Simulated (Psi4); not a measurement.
Two rigid molecules brought together: O2S ··· H6Si2 (SMILES O=S=O and [SiH3][SiH3]). Monomers: optimised at B3LYP-D3(BJ) (def2-TZVP), held rigid. Orientation: a higher rigid-body minimum at GFN2-xTB. R is the distance of the centres of mass, along which the second monomer moves.

Geometry at R = 3.50 Å (first 3 atoms: monomer A):
```
11

O     -1.2410     0.2320     0.0000
S      0.0046    -0.4877     0.0000
O      1.2363     0.2557     0.0000
Si    -0.9755    -0.3193    -3.3156
Si    -1.4636     1.9471    -2.9675
H     -2.2200    -1.1253    -3.2784
H     -0.0576    -0.8157    -2.2615
H     -0.3273    -0.5091    -4.6362
H     -0.2190     2.7531    -3.0047
H     -2.3814     2.4435    -4.0217
H     -2.1119     2.1368    -1.6470
```

- PBE/def2-TZVP, counterpoise-corrected (Psi4)
- PBE-D3(BJ)/def2-TZVP, counterpoise-corrected (Psi4)
- SAPT0/jun-cc-pVDZ, frozen core (Psi4)

Interaction energies in kcal/mol; the last columns give the difference from SAPT0:

```
R / Å  PBE/def2-TZVP  PBE-D3(BJ)/def2-TZVP  SAPT0/jun-cc-pVDZ  PBE/def2-TZVP − SAPT0/jun-cc-pVDZ  PBE-D3(BJ)/def2-TZVP − SAPT0/jun-cc-pVDZ
-----  -------------  --------------------  -----------------  ---------------------------------  ----------------------------------------
2.88           19.48                 16.36              19.17                               0.31                                     -2.81
3.08           10.64                  7.78              10.74                              -0.10                                     -2.96
3.29            5.32                  2.74               5.31                               0.01                                     -2.57
3.50            2.40                  0.12               2.12                               0.28                                     -2.00
3.69            0.97                 -1.05               0.49                               0.48                                     -1.54
3.87            0.22                 -1.55              -0.37                               0.59                                     -1.18
4.19           -0.33                 -1.69              -0.93                               0.60                                     -0.76
4.49           -0.44                 -1.47              -0.94                               0.51                                     -0.53
4.97           -0.34                 -0.99              -0.68                               0.34                                     -0.30
5.68           -0.15                 -0.45              -0.35                               0.20                                     -0.11
6.70           -0.03                 -0.14              -0.13                               0.10                                     -0.01
8.00           -0.01                 -0.05              -0.05                               0.04                                      0.00
```

PBE/def2-TZVP is furthest from SAPT0/jun-cc-pVDZ at 4.19 (0.60 kcal/mol, above); its mean absolute difference over the points is 0.30 kcal/mol.

PBE-D3(BJ)/def2-TZVP is furthest from SAPT0/jun-cc-pVDZ at 3.08 (-2.96 kcal/mol, below); its mean absolute difference over the points is 1.23 kcal/mol.
